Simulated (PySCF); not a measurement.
C₂H₈BFN₂, SMILES [C@@H](F)(B(N)N)C. Atoms are numbered in the order given.

```xyz
14

C      1.7564    -0.3516     0.6415
C      0.7474     0.0667    -0.4127
F      0.8575     1.4648    -0.5828
B     -0.7642    -0.3014    -0.0343
N     -1.1362    -1.6639     0.0914
N     -1.6460     0.7753     0.1872
H      1.5166     0.1165     1.6096
H      2.7785    -0.0535     0.3571
H      1.7410    -1.4439     0.7832
H      1.0265    -0.3845    -1.3865
H     -0.5019    -2.4269    -0.1001
H     -2.0699    -1.9737     0.3280
H     -1.3112     1.7230     0.0671
H     -2.6228     0.6962     0.4351
```
Charge 0, spin multiplicity 1.

Geometry: r2SCAN-D4/def2-SVP. The structure was generated by enumeration; whether it is a known compound was not checked. Other conformers were not sampled.

All values below come from PBE0/pcSseg-1 (PySCF).

GIAO shieldings, no solvent; atoms listed in one row are averaged. δ = σ(ref) − σ: ¹³C against TMS (σ = 186.3 ppm); ¹⁹F against CFCl3 (σ = 167.2 ppm); ¹¹B against BF3 (σ = 88.8 ppm); ¹⁵N against NH3 (σ = 267.4 ppm); ¹H against TMS (σ = 31.56 ppm), references at their B3LYP-D3(BJ)/def2-TZVP geometries, non-relativistic.

| nucleus | atoms | count | δ (ppm) |
|---|---|---|---|
| ¹³C | C2 | 1 | 88.3 |
| ¹³C | C1 | 1 | 23.7 |
| ¹⁹F | F3 | 1 | -248.4 |
| ¹¹B | B4 | 1 | 16.2 |
| ¹⁵N | N6 | 1 | 65.2 |
| ¹⁵N | N5 | 1 | 59.4 |
| ¹H | H10 | 1 | 4.67 |
| ¹H | H13 | 1 | 3.40 |
| ¹H | H14 | 1 | 2.41 |
| ¹H | H12 | 1 | 2.29 |
| ¹H | H11 | 1 | 1.90 |
| ¹H | H7, H8, H9 | 3 | 1.59 |
